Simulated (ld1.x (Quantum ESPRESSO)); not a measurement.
# Varying the ultrasoft potential for nitrogen

Base potential:

- Element: nitrogen
- Generator: ld1.x (Quantum ESPRESSO) 7.5
- Type: ultrasoft
- Functional: BLYP
- Relativity: scalar-relativistic
- Frozen core: [He]
- Valence charge: 5
- Reference configuration: 2s1.5 2p3.5
- Partial waves: 2s (bound): rcut 0.65, rcutus 0.85 bohr; 2s channel at 0.05 Ry: rcut 0.65, rcutus 0.85 bohr; 2p (bound): rcut 1.40, rcutus 1.85 bohr; 2p channel at 0.7 Ry: rcut 1.40, rcutus 1.85 bohr; 3d channel at 0.35 Ry: rcut 1.50, rcutus 2.00 bohr
- Local potential: all-electron potential smoothed inside 1.90 bohr (lloc = -1)
- Core correction: Bessel-smoothed model core, default radius (core density twice the valence density)
- Augmentation charge: PSQ, inside the norm-conserving radii

Cutoffs, loose and tight: the cutoffs (Ry, on a coarse ladder) from which the occupation-weighted sum of valence levels, in a spherical-Bessel basis at the reference potential, stays within 10 and 1 mRy of its value at 400 Ry. They do not see the model core or the augmentation charge, which bear on the density cutoff. Test errors are all-electron minus pseudo excitation energies from the reference, over the configurations 2s2 2p3; 2s2 2p2; 2s2 2p1; 2s2 2p0; 2s1 2p3; 2s2 2p2.5; 2s1 2p4. A dash means not determined; rows that change the core or the reference have their own tests. The largest error is taken over the tests solved by every variant that gives reliable tests at all: 2s1 2p3; 2s2 2p0; 2s2 2p1; 2s2 2p2; 2s2 2p3.

Cutoffs are not given where the Bessel-basis levels miss the radial ones by over 6 mRy, ghosts where they miss by over 20 mRy; a channel whose overlap is not positive is not tested.

The default core radius of the base comes out at 0.40 bohr.

A file whose overlap is not positive is unfit for use, and its test errors describe a broken file.

| change | outcome | cutoff, loose | cutoff, tight | bound ghosts | largest test error (meV) |
| --- | --- | --- | --- | --- | --- |
| base | generated, overlap not positive | – | – | not determined (overlap not positive) | -430 |
| augmentation built from norm-conserving waves at rcut, not smoothed further | generated, overlap not positive | – | – | not determined (overlap not positive) | +438 |
| reference 2s2 2p3; added wave 3d channel at 3.1 Ry: rcut 1.50, rcutus 2.00 bohr | generated, overlap not positive | – | – | not determined (overlap not positive) | +154 |
| wave 3d channel at 0.35 Ry: rcut 1.50, rcutus 2.00 bohr becomes 3d channel at 0.35 Ry: rcut 1.50, rcutus 2.04 bohr | generated, overlap not positive | – | – | not determined (overlap not positive) | -430 |
| local potential all-electron potential smoothed inside 1.65 bohr (lloc = -2) | generated, overlap not positive | – | – | not determined (overlap not positive) | -426 |
| non-relativistic; added wave 3d channel at 0.8 Ry: rcut 1.50, rcutus 2.00 bohr | generated, overlap not positive | – | – | not determined (overlap not positive) | -431 |
| all radii but the core radius scaled by about 1.11 (s 0.94, p 2.04, d 2.22 bohr, rcut 0.72/1.54/1.66); local potential all-electron potential smoothed inside 2.10 bohr (lloc = -1) | generated, overlap not positive | – | – | not determined (overlap not positive) | +93 |
| wave 2p channel at 0.7 Ry: rcut 1.40, rcutus 1.85 bohr becomes 2p channel at -0.37 Ry: rcut 1.40, rcutus 1.85 bohr | generated, overlap not positive | – | – | not determined (overlap not positive) | +96 |
| type RRKJ; waves now 2p (bound): rc 1.85 bohr; 3d channel at 0.35 Ry: rc 2.00 bohr; 2s (bound): rc 0.85 bohr; local potential the s channel | generated | 50 Ry | 140 Ry | none | +1799 |
| functional PW91 | generated, overlap not positive | – | – | not determined (overlap not positive) | -431 |
| core correction Bessel-smoothed model core inside 0.42 bohr | generated, overlap not positive | – | – | not determined (overlap not positive) | -429 |

**Question.** What comes out with this change to the base: waves 2s (bound): rcut 0.65, rcutus 0.92 bohr; 2s channel at 0.05 Ry: rcut 0.65, rcutus 0.92 bohr?

**Answer.** outcome: generated; cutoff, loose: 30 Ry; cutoff, tight: 45 Ry; bound ghosts: none; largest test error (meV): -431.

**Question.** What comes out with this change to the base: local potential all-electron potential smoothed inside 1.58 bohr (lloc = -1)?

**Answer.** outcome: generated; cutoff, loose: 40 Ry; cutoff, tight: 55 Ry; bound ghosts: none; largest test error (meV): -429.
